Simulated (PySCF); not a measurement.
**Bonding in `N#C[Si@H](/C=C\[SiH3])C1CC1`**

Species: C₆H₁₁NSi₂.
Atom-mapped SMILES: `[N:1]#[C:2][Si@H:3](/[CH:4]=[CH:5]\[SiH3:6])[CH:7]1[CH2:8][CH2:9]1` (hydrogens: H10 on Si3; H11 on C4; H12 on C5; H13, H14, H15 on Si6; H16 on C7; H17, H18 on C8; H19, H20 on C9)

Cartesian coordinates in Å at the PBE0-D3(BJ)/def2-SVP level; atoms count from 1:
```
atom  x, y, z in Å
N1    -0.6819   -1.7398   -3.7625
C2    -0.3569   -1.0978   -2.8528
Si3    0.1545   -0.0725   -1.3753
C4     0.9590   -1.2806   -0.1853
C5     1.7433   -0.9711    0.8645
Si6    2.2904    0.7411    1.4074
C7    -1.3831    0.6865   -0.6575
C8    -1.5408    0.8985    0.8300
C9    -2.3328   -0.1656    0.1525
H10    1.1064    0.9427   -1.9052
H11    0.7409   -2.3428   -0.3683
H12    2.1216   -1.8052    1.4750
H13    3.7808    0.8368    1.3655
H14    1.6952    1.7803    0.5159
H15    1.8425    0.9891    2.8122
H16   -1.8573    1.4419   -1.2944
H17   -2.0524    1.8083    1.1541
H18   -0.7298    0.5832    1.4942
H19   -2.0602   -1.2083    0.3440
H20   -3.4035   -0.0086   -0.0003
```

Bond orders from the PBE0/pcSseg-1 density (PySCF). Isolated species at its PBE0-D3(BJ)/def2-SVP geometry (one conformer only).

**Question.** How far do the computed orders between heavy atoms stray from the drawn ones?

**Answer.** The largest departure is 0.210, at C2–Si3 (drawn single, 0.790). Drawn single, order below 0.88: C2–Si3 (0.790) and Si3–C7 (0.877).

**Question.** Set the Mayer orders of the bonds between heavy atoms beside their lengths.

**Answer.** 
| bond | drawn as | length (Å) | Mayer order |
| --- | --- | --- | --- |
| N1–C2 | triple | 1.160 | 2.922 |
| C2–Si3 | single | 1.870 | 0.790 |
| Si3–C4 | single | 1.877 | 0.899 |
| C4–C5 | double | 1.347 | 1.939 |
| C5–Si6 | single | 1.878 | 0.888 |
| Si3–C7 | single | 1.859 | 0.877 |
| C7–C8 | single | 1.511 | 0.958 |
| C8–C9 | single | 1.489 | 0.971 |
| C9–C7 | single | 1.511 | 0.950 |

Bonds between the same two heavy elements. C–Si: lowest C2–Si3 (0.790, 1.870 Å), highest Si3–C4 (0.899, 1.877 Å); in 3 of the 6 pairs the longer bond (by over 0.003 Å) has the higher order (by 0.02 or more). C–C: lowest C9–C7 (0.950, 1.511 Å), highest C4–C5 (1.939, 1.347 Å).

**Question.** And the bonds to hydrogen?

**Answer.** H–Si: 0.93 to 0.96 (4 bonds); C–H: 0.93 to 0.96 (7 bonds).

**Question.** Sum the orders of all bonds at each heavy atom with more than one neighbour and set the sums beside the valence in the SMILES.

**Answer.** C2 3.712 (drawn 4), Si3 3.522 (drawn 4), C4 3.767 (drawn 4), C5 3.757 (drawn 4), Si6 3.701 (drawn 4), C7 3.724 (drawn 4), C8 3.815 (drawn 4), C9 3.828 (drawn 4). Orders between atoms that aren't bonded are not in these sums.

For a closed shell the Mayer order of atoms A and B is Σ (PS)μν (PS)νμ over the basis functions μ on A and ν on B, with P the density and S the overlap matrix.

The run behind these numbers computed NMR shieldings as well. Time: 1.9 min (with the writing of density and orbital grids); peak memory 1.1 GiB. Hardware: an Arm Neoverse N1 with one thread, shared host with 64 logical CPUs at a one-minute load of 62.
